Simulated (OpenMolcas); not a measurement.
# Multiconfigurational calculation on Mo3+

Input:

```
&GATEWAY
Coord
1

Mo 0.0 0.0 0.0
Basis=ANO-R1
Group=XYZ
NoMove
AngMom=0.0 0.0 0.0
AMFI
&SEWARD
* reference wave functions (RASSCF and RASSI steps not shown): 3 electrons in 10 orbitals (4d 5d)
>>> COPY JOB001 $Project.JobIph
&CASPT2
XMultistate=10 1 2 3 4 5 6 7 8 9 10
Frozen=9 9
IPEA=0.35
Shift=0.25
MaxIter=60
WThr=0.0 0.3 0.05
PrWF=0.5
NoMix
>>> COPY JOB002 $Project.JobIph
&CASPT2
XMultistate=40 1 2 3 4 5 6 7 8 9 10 11 12 13 14 15 16 17 18 19 20 21 22
23 24 25 26 27 28 29 30 31 32 33 34 35 36 37 38 39 40
Frozen=9 9
IPEA=0.35
Shift=0.25
MaxIter=60
WThr=0.0 0.3 0.05
PrWF=0.5
NoMix
```

Launched by
```bash
OMP_NUM_THREADS=1 MOLCAS_MEM=2252 MOLCAS_PROJECT=a pymolcas a.inp > a.log  # once for each step of the input, in one work folder
```

Output, cut to the results:

```
--- CASPT2 ---
Orbital specifications:
      -----------------------

      Symmetry species                           1   2
                                                ag  au
      Frozen orbitals                            9   9
      Inactive orbitals                          0   0
      Active orbitals                           10   0
      Secondary orbitals                         2  10
      Deleted orbitals                           0   0
      Number of basis functions                 21  19
Type of calculation                        XMS-CASPT2
      Fock operator                              state-average
      IPEA shift                                 0.35
      Real shift                                 0.25
      Imaginary shift                            0.00
      The input orbitals will be transformed to quasi-canonical
      The input states will be rotated to diagonalize the Fock operator
Reference energy:       -4044.4818089108
      E2 (Non-variational):      -0.0113557869
      Shift correction:          -0.0009347240
      E2 (Variational):          -0.0122905109
      Total energy:           -4044.4940994217
      Residual norm:              0.0000000000
      Reference weight:           0.99628
      Contributions to the CASPT2 correlation energy
      Active & Virtual Only:         -0.0113557869
      One Inactive Excited:           0.0000000000
      Two Inactive Excited:           0.0000000000
Reference energy:       -4044.4818089108
      E2 (Non-variational):      -0.0114054798
      Shift correction:          -0.0009439538
      E2 (Variational):          -0.0123494337
      Total energy:           -4044.4941583445
      Residual norm:              0.0000000000
      Reference weight:           0.99624
      Contributions to the CASPT2 correlation energy
      Active & Virtual Only:         -0.0114054798
      One Inactive Excited:           0.0000000000
      Two Inactive Excited:           0.0000000000
::    XMS-CASPT2 Root  1     Total energy:  -4044.49426656
::    XMS-CASPT2 Root  2     Total energy:  -4044.49413859
::    XMS-CASPT2 Root  3     Total energy:  -4044.49412474
::    XMS-CASPT2 Root  4     Total energy:  -4044.49412085
::    XMS-CASPT2 Root  5     Total energy:  -4044.49406333
::    XMS-CASPT2 Root  6     Total energy:  -4044.49401231
::    XMS-CASPT2 Root  7     Total energy:  -4044.49400324
::    XMS-CASPT2 Root  8     Total energy:  -4044.44474435
::    XMS-CASPT2 Root  9     Total energy:  -4044.44474138
::    XMS-CASPT2 Root 10     Total energy:  -4044.44471281
--- CASPT2 ---
Orbital specifications:
      -----------------------

      Symmetry species                           1   2
                                                ag  au
      Frozen orbitals                            9   9
      Inactive orbitals                          0   0
      Active orbitals                           10   0
      Secondary orbitals                         2  10
      Deleted orbitals                           0   0
      Number of basis functions                 21  19
Type of calculation                        XMS-CASPT2
      Fock operator                              state-average
      IPEA shift                                 0.35
      Real shift                                 0.25
      Imaginary shift                            0.00
      The input orbitals will be transformed to quasi-canonical
      The input states will be rotated to diagonalize the Fock operator
Reference energy:       -4044.4231964580
      E2 (Non-variational):      -0.0121219264
      Shift correction:          -0.0011126386
      E2 (Variational):          -0.0132345651
      Total energy:           -4044.4364310231
      Residual norm:              0.0000000000
      Reference weight:           0.99557
      Contributions to the CASPT2 correlation energy
      Active & Virtual Only:         -0.0121219264
      One Inactive Excited:           0.0000000000
      Two Inactive Excited:           0.0000000000
Reference energy:       -4044.4231964580
      E2 (Non-variational):      -0.0121255064
      Shift correction:          -0.0011152769
      E2 (Variational):          -0.0132407832
      Total energy:           -4044.4364372413
      Residual norm:              0.0000000000
      Reference weight:           0.99556
      Contributions to the CASPT2 correlation energy
      Active & Virtual Only:         -0.0121255064
      One Inactive Excited:           0.0000000000
      Two Inactive Excited:           0.0000000000
::    XMS-CASPT2 Root  1     Total energy:  -4044.43647881
::    XMS-CASPT2 Root  2     Total energy:  -4044.43647290
::    XMS-CASPT2 Root  3     Total energy:  -4044.43644679
::    XMS-CASPT2 Root  4     Total energy:  -4044.43643289
::    XMS-CASPT2 Root  5     Total energy:  -4044.43642658
::    XMS-CASPT2 Root  6     Total energy:  -4044.43641851
::    XMS-CASPT2 Root  7     Total energy:  -4044.43641152
::    XMS-CASPT2 Root  8     Total energy:  -4044.43640047
::    XMS-CASPT2 Root  9     Total energy:  -4044.43639477
::    XMS-CASPT2 Root 10     Total energy:  -4044.42669677
::    XMS-CASPT2 Root 11     Total energy:  -4044.42668503
::    XMS-CASPT2 Root 12     Total energy:  -4044.42667910
::    XMS-CASPT2 Root 13     Total energy:  -4044.41915816
::    XMS-CASPT2 Root 14     Total energy:  -4044.41914395
::    XMS-CASPT2 Root 15     Total energy:  -4044.41911899
::    XMS-CASPT2 Root 16     Total energy:  -4044.41910110
::    XMS-CASPT2 Root 17     Total energy:  -4044.41906147
::    XMS-CASPT2 Root 18     Total energy:  -4044.41541727
::    XMS-CASPT2 Root 19     Total energy:  -4044.41539615
::    XMS-CASPT2 Root 20     Total energy:  -4044.41537496
::    XMS-CASPT2 Root 21     Total energy:  -4044.41536755
::    XMS-CASPT2 Root 22     Total energy:  -4044.41535449
::    XMS-CASPT2 Root 23     Total energy:  -4044.41533792
::    XMS-CASPT2 Root 24     Total energy:  -4044.41533142
...
```

In XMS-CASPT2 the single-state energies belong to rotated reference states; over a whole degenerate manifold the rotation is arbitrary, and only the multistate roots count.

Levels above the lowest, from the spin-orbit matrix with the multistate effective Hamiltonian, averaged by term, added to it:

```json
{"Configuration": "4d³", "Term": "⁴F", "J": "3/2", "E (cm⁻¹)": "0.0", "Measured (cm⁻¹)": "0.0", "Term weight %": "99", "Second": ""}
{"Configuration": "4d³", "Term": "⁴F", "J": "5/2", "E (cm⁻¹)": "768", "Measured (cm⁻¹)": "778", "Term weight %": "100", "Second": ""}
{"Configuration": "4d³", "Term": "⁴F", "J": "7/2", "E (cm⁻¹)": "1749", "Measured (cm⁻¹)": "1760", "Term weight %": "100", "Second": ""}
{"Configuration": "4d³", "Term": "⁴F", "J": "9/2", "E (cm⁻¹)": "2880", "Measured (cm⁻¹)": "2865", "Term weight %": "99", "Second": ""}
{"Configuration": "4d³", "Term": "⁴P", "J": "1/2", "E (cm⁻¹)": "11710", "Measured (cm⁻¹)": "10338", "Term weight %": "95", "Second": "5 ²P"}
{"Configuration": "4d³", "Term": "⁴P", "J": "3/2", "E (cm⁻¹)": "11750", "Measured (cm⁻¹)": "10331", "Term weight %": "87", "Second": "11 ²P"}
{"Configuration": "4d³", "Term": "⁴P", "J": "5/2", "E (cm⁻¹)": "12950", "Measured (cm⁻¹)": "11612", "Term weight %": "99", "Second": ""}
{"Configuration": "4d³", "Term": "²G", "J": "7/2", "E (cm⁻¹)": "13830", "Measured (cm⁻¹)": "11580", "Term weight %": "99", "Second": ""}
{"Configuration": "4d³", "Term": "²G", "J": "9/2", "E (cm⁻¹)": "14640", "Measured (cm⁻¹)": "12311", "Term weight %": "89", "Second": "10 ²H"}
{"Configuration": "4d³", "Term": "²P", "J": "3/2", "E (cm⁻¹)": "16050", "Measured (cm⁻¹)": "", "Term weight %": "46", "Second": "42 ²D(1)"}
{"Configuration": "4d³", "Term": "²P", "J": "1/2", "E (cm⁻¹)": "16290", "Measured (cm⁻¹)": "14348", "Term weight %": "95", "Second": "5 ⁴P"}
{"Configuration": "4d³", "Term": "²D(1)", "J": "5/2", "E (cm⁻¹)": "18860", "Measured (cm⁻¹)": "16809", "Term weight %": "99", "Second": ""}
{"Configuration": "4d³", "Term": "²H", "J": "9/2", "E (cm⁻¹)": "19010", "Measured (cm⁻¹)": "15995", "Term weight %": "90", "Second": "10 ²G"}
{"Configuration": "4d³", "Term": "²D(1)", "J": "3/2", "E (cm⁻¹)": "19010", "Measured (cm⁻¹)": "", "Term weight %": "55", "Second": "43 ²P"}
{"Configuration": "4d³", "Term": "²H", "J": "11/2", "E (cm⁻¹)": "19500", "Measured (cm⁻¹)": "16357", "Term weight %": "100", "Second": ""}
{"Configuration": "4d³", "Term": "²F", "J": "7/2", "E (cm⁻¹)": "28990", "Measured (cm⁻¹)": "24787", "Term weight %": "100", "Second": ""}
{"Configuration": "4d³", "Term": "²F", "J": "5/2", "E (cm⁻¹)": "29320", "Measured (cm⁻¹)": "25100", "Term weight %": "99", "Second": ""}
{"Configuration": "4d³", "Term": "²D(2)", "J": "5/2", "E (cm⁻¹)": "42990", "Measured (cm⁻¹)": "38922", "Term weight %": "99", "Second": ""}
{"Configuration": "4d³", "Term": "²D(2)", "J": "3/2", "E (cm⁻¹)": "43400", "Measured (cm⁻¹)": "39231", "Term weight %": "100", "Second": ""}
```

Against the 16 measured excited levels shown (Sugar and Musgrove, J. Phys. Chem. Ref. Data 17, 155 (1988)) the mean absolute deviation is 2200 cm-1; the largest miss in energy is 4d³ ²F_5/2: computed 29320, measured 25100 cm⁻¹ (+16.8 %).

CASPT2 does not keep the components of a term degenerate, so their means are used; among the terms shown or strongly mixed into the levels shown the widest spread is 58 cm-1 (4d³ ⁴F). Terms from blocks run as CI alone lack orbitals of their own. Active for correlation alone: 5d; no level in the range computed is led by a configuration that fills it, so any true level of that kind is missing. Some terms miss by over 15 % even with CASPT2, which points to a basis or an active space too small for the shells correlated. The basis is small and was not contracted for so high a charge. Computed and measured levels are paired by configuration, term and J; levels that our copy of the source lacks, or whose pairing is in doubt (as where it misses far off the trend of its configuration), stay unpaired and out of the deviations. Only configurations of the active space appear. The first state left out of the spin-orbit step lies near 200000 cm-1 above the lowest spin-free state of the reference (among the parities and spins computed), and the list stops at four fifths of that energy or lower.

The CASPT2 steps took 110 s on 1 thread of Arm Neoverse V2, on a shared host; the integral step is not counted.

The term weight is that of the spin-free term in the level, not the purity of its configuration. A number in round brackets counts repeated terms of one configuration in the order of the reference energies.
